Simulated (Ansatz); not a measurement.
Mulliken charges of ClFHNbO₂, SMILES `[O]=[Nb]([OH])([F])[Cl]` from ωB97M-V/def2-TZVPP in Ansatz (PBE0-D4/def2-TZVP geometry).

```csv
atom,x (Å),y (Å),z (Å),charge (e)
O1,-1.513,-0.186,0.895,-0.482
Nb2,-0.315,0.042,-0.267,1.428
O3,1.329,-0.397,0.519,-0.483
F4,-0.670,-1.090,-1.703,-0.383
Cl5,-0.326,2.248,-0.902,-0.292
H6,1.536,-0.681,1.412,0.212
```

**Question.** By hand: the dipole of these point charges (1 e Å = 4.8032 D).

**Answer.** Σ q r = (0.315, -0.042, 0.152) e Å, of length 0.352 e Å = 1.69 D.

**Question.** How does the dipole of the full density compare? (Best estimate.)

**Answer.** Computed: (0.420, -0.134, 0.240) e Å, 2.41 D; the point charges give 0.70 times that, at 9° from its direction.

Point charges leave out the atoms' own dipoles, such as those of lone pairs, and Mulliken's split depends on the basis, so the two needn't agree.
